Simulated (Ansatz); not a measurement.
Wavefunction ladder for `C=C=C(O)[SiH2]S`

Cartesian coordinates in Å:
```
C -0.4373 2.3559 0.0719
C -0.2750 1.1056 0.3987
C -0.1214 -0.1646 0.6714
O 0.1521 -0.6816 1.9096
Si -0.2856 -1.4076 -0.7174
S 1.5063 -2.5221 -1.0382
H 0.4001 2.9766 -0.2362
H -1.4161 2.8277 0.0977
H 0.2258 0.0407 2.5430
H -0.6836 -0.6407 -1.9208
H -1.2938 -2.4395 -0.3726
H 2.2285 -1.4505 -1.4071
```

The species carries charge 0 and has multiplicity 1. The structure was optimised at the PBE0-D4/def2-TZVP level. It is one conformer, not always the lowest. Frozen core, restricted reference, Ansatz 0.2.0. CBS rows extrapolate triple and quadruple zeta; past MP2 they add the triple-zeta difference.

```
     basis     HF (Eh)  MP2 corr.
def2-TZVPP  -878.48599   -1.00369
def2-QZVPP  -878.51461   -1.07842
```

Task: Estimate the CCSD correlation energy and the (T) correction in each basis where they were run (hartree).

Result: 
```json
{"basis": "def2-TZVPP", "CCSD corr.": "-1.05475", "(T)": "-0.04927"}
{"basis": "CBS(def2)", "CCSD corr.": "-1.18485", "(T)": "as TZ"}
```
